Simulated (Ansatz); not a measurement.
Ideal-gas functions of BH₆InSi (`B[SiH2][InH2]`) at 400 K and 1 bar, from an Ansatz frequency run at PBE0-D4/def2-TZVP.

Molar mass 159.76 g/mol, point group Cs (symmetry number 1), electronic degeneracy 1, moments of inertia 45.502, 213.967, 249.132 u Å². Harmonic wavenumbers (cm⁻¹, unscaled): 81, 169, 226, 320, 337, 352, 492, 497, 611, 690, 725, 757, 832, 947, 1111, 1793, 1822, 2221, 2235, 2556, 2644.

Use S(trans) = R[1.5 ln M + 2.5 ln T − 1.1517]; rotational temperatures θ = 24.2544 K / I; S(rot) = R[ln(√π/σ · √(T³/θAθBθC)) + 1.5]; for each mode x = 1.438777 ν̃/T, S = R[x/(eˣ − 1) − ln(1 − e⁻ˣ)] and H = RT x/(eˣ − 1); 1 cm⁻¹ = 0.0119627 kJ/mol; R = 8.31446 J/(mol·K).

By hand: the entropy, in J/(mol·K).

Translation 178.2. Rotation: θ = 0.533, 0.1134, 0.0974 K, giving 113.3. Vibration, mode by mode: 18.60, 12.58, 10.26, 7.59, 7.21, 6.89, 4.58, 4.51, 3.26, 2.61, 2.36, 2.16, 1.74, 1.25, 0.78, 0.10, 0.09, 0.03, 0.02, 0.01, 0.01, in all 86.6. Electronic 0.0. Sum 378.1 J/(mol·K).

By hand: H − E and G − E in kJ/mol, counted from the electronic energy.

Zero-point energy ½ × 21418 × 0.0119627 = 128.1; thermal vibration 19.2; translation, rotation and pV give 4 RT = 13.3. H − E = 160.6 kJ/mol, and G − E = 160.6 − 400 × 378.1/1000 = 9.4 kJ/mol.

Vibration gives 23 % of the entropy, 18.6 J/(mol·K) of it from the mode under 150 cm⁻¹: soft modes count most, and the harmonic formula is weakest for them.
